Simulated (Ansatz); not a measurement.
Two isomers of CH4N2SSi: A = `N=C1N[SiH2]S1`, B = `NC1=N[SiH]1S`.

Computed with Ansatz on PBE0-D4/def2-TZVP structures; ΔE is electronic, products minus reactants. CCSD(T)/CBS is the MP2 limit (def2-TZVPP, def2-QZVPP) plus CCSD(T) − MP2 in def2-TZVPP, frozen cores. Functionals use def2-TZVPP. B3LYP here is the variant with VWN-RPA as its local correlation; programs differ in this. One conformer a species, not always the lowest.

A:

Z-matrix (Å, degrees):
```
Si
S 1 2.133
C 1 2.412 2 47.0
N 1 1.731 2 81.1 3 0.0
H 1 1.482 2 116.6 3 114.2
H 1 1.482 2 116.6 3 -114.2
N 3 1.254 1 171.3 2 -179.9
H 4 1.007 1 139.6 2 -179.9
H 7 1.013 3 113.2 1 179.9
```

B:

Z-matrix (Å, degrees):
```
Si
S 1 2.118
C 1 1.770 2 125.6
N 1 1.742 2 122.4 3 -53.2
H 1 1.476 2 106.7 3 157.9
H 2 1.344 1 93.5 3 24.8
N 3 1.334 1 163.0 2 69.7
H 7 1.009 3 119.4 1 -174.5
H 7 1.002 3 120.8 1 16.1
```

Q: Which is lower in electronic energy at CCSD(T)/CBS, and by how much? (An estimate is asked.)

A: The calculation gave: A, by 21.3 kcal/mol.

Q: Give E(B) − E(A) in kcal/mol with HF/def2-TZVPP, r2SCAN-D4, B3LYP-D4, MP2/def2-TZVPP, B3LYP, PBE0-D4, CCSD(T)/def2-TZVPP. (An estimate is asked.)

A: Ansatz gave: HF/def2-TZVPP 22.4, r2SCAN-D4 21.1, B3LYP-D4 21.5, MP2/def2-TZVPP 21.4, B3LYP 20.3, PBE0-D4 21.6, CCSD(T)/def2-TZVPP 21.3. None reverses the order clearly.

Largest T1 diagnostic: 0.015.

In def2-TZVPP, CCSD(T) changes the Hartree–Fock value by −1.1 kcal/mol (the triples alone add −0.1 kcal/mol) and MP2 by −0.9 kcal/mol. The D4 term adds +1.2 kcal/mol with B3LYP and +0.5 kcal/mol with PBE0; it sums over pairs of atoms, weighted by their polarisabilities, and B3LYP, whose exchange is more repulsive, gets the larger term.
